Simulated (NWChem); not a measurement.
System meant: SnH$_{3}$O$_{3}$Cl; SMILES [OH][Sn]([OH])([OH])[Cl]

Input file for NWChem:

```
start job
memory heap 200 mb stack 900 mb global 1100 mb
geometry units angstroms noautoz
  O     -1.251532    -1.396026     0.898261
  Sn     0.000000     0.000000     0.220803
  O     -0.583228     1.781872     0.898261
  O      1.834760    -0.385845     0.898261
  Cl     0.000000     0.000000    -2.136475
  H     -0.725360    -2.178387     1.161377
  H     -1.523859     1.717374     1.161377
  H      2.249219     0.461013     1.161377
end
basis spherical
  * library def2-svp
end
ecp
  Sn library def2-ecp
end
dft
  xc pbe0
  iterations 4
  mulliken
end
task dft energy
```

End of the output:

```
    Atom       Charge   Shell Charges
 -----------   ------   -------------------------------------------------------
    1 O    8     8.30   1.97  0.92  0.65  2.65  2.10  0.01
    2 Sn  22    21.33   1.17  0.76  0.70  0.32  3.01  2.84  1.18  0.66  9.51  1.19
    3 O    8     8.30   1.97  0.92  0.65  2.65  2.10  0.01
    4 O    8     8.30   1.97  0.92  0.65  2.65  2.10  0.01
    5 Cl  17    17.08   2.00  1.96  1.06  0.81  5.82  2.23  3.18  0.01
    6 H    1     0.90   0.55  0.17  0.18
    7 H    1     0.90   0.55  0.17  0.18
    8 H    1     0.90   0.55  0.17  0.18

 center of mass
 --------------
 x =   0.00000000 y =   0.00000000 z =  -0.01434461

 moments of inertia (a.u.)
 ------------------
        1072.914735923549           0.000000000000          -0.000000000000
           0.000000000000        1072.914735923549          -0.000000000000
          -0.000000000000          -0.000000000000         659.272951760516

     Multipole analysis of the density
     ---------------------------------

     L   x y z        total         alpha         beta         nuclear
     -   - - -        -----         -----         ----         -------
     0   0 0 0     -0.000000    -33.000000    -33.000000     66.000000

     1   1 0 0      0.000000      0.000000      0.000000      0.000000
     1   0 1 0      0.000000      0.000000      0.000000      0.000000
     1   0 0 1      0.636047      6.226477      6.226477    -11.816906

     2   2 0 0    -39.428525   -109.151452   -109.151452    178.874380
     2   1 1 0     -0.000000     -0.000000     -0.000000      0.000000
     2   1 0 1     -0.000000     -0.000000     -0.000000      0.000000
     2   0 2 0    -39.428525   -109.151452   -109.151452    178.874380
     2   0 1 1      0.000000      0.000000      0.000000      0.000000
     2   0 0 2    -41.230751   -202.826848   -202.826848    364.422944

 ------------------------------------------------------------------------
 dft energy failed                                                                                  0
 ------------------------------------------------------------------------
 ------------------------------------------------------------------------
  current input line :
    24: task dft energy
 ------------------------------------------------------------------------
 ------------------------------------------------------------------------
 This type of error is most commonly associated with calculations not reaching convergence criteria
 ------------------------------------------------------------------------
 For more information see the NWChem manual at https://nwchemgit.github.io

0:dft energy failed:Received an Error in Communication
```

What is wrong, and how is it mended?

The run did not converge; its last values are not results. Cause: the SCF was allowed too few iterations. This input runs:
```
start job
memory heap 200 mb stack 900 mb global 1100 mb
geometry units angstroms noautoz
  O     -1.251532    -1.396026     0.898261
  Sn     0.000000     0.000000     0.220803
  O     -0.583228     1.781872     0.898261
  O      1.834760    -0.385845     0.898261
  Cl     0.000000     0.000000    -2.136475
  H     -0.725360    -2.178387     1.161377
  H     -1.523859     1.717374     1.161377
  H      2.249219     0.461013     1.161377
end
basis spherical
  O library def2-svp
  Sn library def2-svp
  Cl library def2-svp
  H library def2-svp
end
ecp
  Sn library def2-ecp
end
dft
  xc pbe0
  iterations 150
  mulliken
end
task dft energy
```
It converges to -901.34048 Ha (PBE0/def2-SVP with def2 effective core potentials on Sn).
